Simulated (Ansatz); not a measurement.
`CC1=NCCO1` + `N[SiH](O)S` → `CS[SiH](N)O` + `C1=NCCO1`  (substitution at a C–C bond)

Isolated molecules relaxed with PBE0-D4/def2-TZVP in Ansatz; ΔE leaves out vibrations. CBS: MP2 limit from def2 TZ/QZ plus the TZ coupled-cluster correction, frozen cores. Functionals use def2-TZVPP. B3LYP here is the variant with VWN-RPA as its local correlation; programs differ in this. One conformer a species, not always the lowest.

**Question.** Is it downhill or uphill in electronic energy at CCSD(T)/CBS, and by how much? (Estimate.)

**Answer.** Ansatz gave: Uphill: ΔE = +0.45 eV.

**Question.** What do these levels give: PBE-D4, r2SCAN-D4, B3LYP-D4, ωB97M-V, B2PLYP, r2SCAN, PBE0, B3LYP, HF/def2-TZVPP, MP2/def2-TZVPP, SCS-MP2/def2-TZVPP, MP2/def2-QZVPP? (Best estimate.)

**Answer.** The calculation gave: PBE-D4 0.43, r2SCAN-D4 0.47, B3LYP-D4 0.45, ωB97M-V 0.47, B2PLYP 0.46, r2SCAN 0.48, PBE0 0.48, B3LYP 0.46, HF/def2-TZVPP 0.53, MP2/def2-TZVPP 0.47, SCS-MP2/def2-TZVPP 0.46, MP2/def2-QZVPP 0.46 eV.

Largest T1 diagnostic among the species: 0.014.

From PBE to PBE0 (25 % exact exchange), in def2-TZVPP and without D4, ΔE moves by +0.04 eV. In def2-TZVPP, CCSD(T) changes the Hartree–Fock value by −0.05 eV (the triples alone add −0.02 eV) and MP2 by −0.06 eV.
